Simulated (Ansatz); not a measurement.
Born–Oppenheimer molecular dynamics of H₆O₄Si₂ (12 atoms, charge 0, multiplicity 1). It starts from a relaxed structure.

All numbers below come from RKS BHLYP-D4/6-31G in Ansatz 0.2.0.

| Item | Value |
| --- | --- |
| ensemble | NVT, Langevin thermostat |
| time step | 0.25 fs |
| steps asked | 222 |
| set temperature | 1000 K |
| friction | 1 /fs |
| seed | 363647 |

First frame:

```xyz
12
Properties=species:S:1:pos:R:3
Si -0.289 -0.268 -0.086
O -0.774 -0.568 1.450
Si -1.371 -0.357 3.010
H -2.736 -0.949 3.085
H -0.467 -1.060 3.962
H -1.430 1.093 3.348
O 1.314 0.183 -0.237
H 2.055 -0.391 -0.421
O -1.222 1.009 -0.634
H -0.985 1.644 -1.306
O -0.441 -1.664 -1.005
H -1.150 -2.302 -0.996
```

(1) What does the run give?

(2) What happens to the structure?

(3) How do temperature and energy run in time?

Answers

(1) All steps were run.

| Property | Result |
| --- | --- |
| steps done | 222 |
| time covered | 55.5 fs |
| mean temperature over the second half | 1000 K |
| spread of the potential energy over the second half | 12.5 meV per atom |
| mean potential energy of the second half above the start | 59.1 meV per atom |

A run of 0.056 ps of so small a system gives no equilibrium averages. The friction is so strong that the motion is overdamped, so the time scale means little. Limits of this set-up: no polarisation functions.

(2) The same pairs are bonded in the first frame and the last. Pairs count as bonded within 1.25 times the sum of covalent radii (0.12 Å more for H–H). The details hang on the random start.

(3) 
| time (fs) | T (K) | potential energy less start (eV) |
| --- | --- | --- |
| 0 | 917 | 0.000 |
| 1.75 | 1346 | 0.132 |
| 3.5 | 735 | 0.250 |
| 5.25 | 1113 | 0.519 |
| 7 | 832 | 0.443 |
| 8.75 | 1276 | 0.515 |
| 10.5 | 949 | 0.462 |
| 12.25 | 949 | 0.448 |
| 14 | 1172 | 0.301 |
| 15.75 | 724 | 0.408 |
| 17.5 | 1423 | 0.568 |
| 19.25 | 1220 | 0.601 |
| 21 | 1721 | 0.597 |
| 22.75 | 947 | 0.596 |
| 24.5 | 1194 | 0.473 |
| 26.25 | 1300 | 0.688 |
| 28 | 1023 | 0.977 |
| 29.75 | 805 | 0.968 |
| 31.5 | 1198 | 0.941 |
| 33.25 | 789 | 0.590 |
| 35 | 1266 | 0.702 |
| 36.75 | 488 | 0.648 |
| 38.5 | 636 | 0.555 |
| 40.25 | 956 | 0.618 |
| 42 | 937 | 0.866 |
| 43.75 | 1057 | 0.698 |
| 45.5 | 1073 | 0.737 |
| 47.25 | 1050 | 0.755 |
| 49 | 1024 | 0.753 |
| 50.75 | 1092 | 0.612 |
| 52.5 | 1043 | 0.544 |
| 54.25 | 1263 | 0.477 |

The run took 16 min on 1 thread of Arm Neoverse V2 (shared host), peak memory 0.17 GiB.
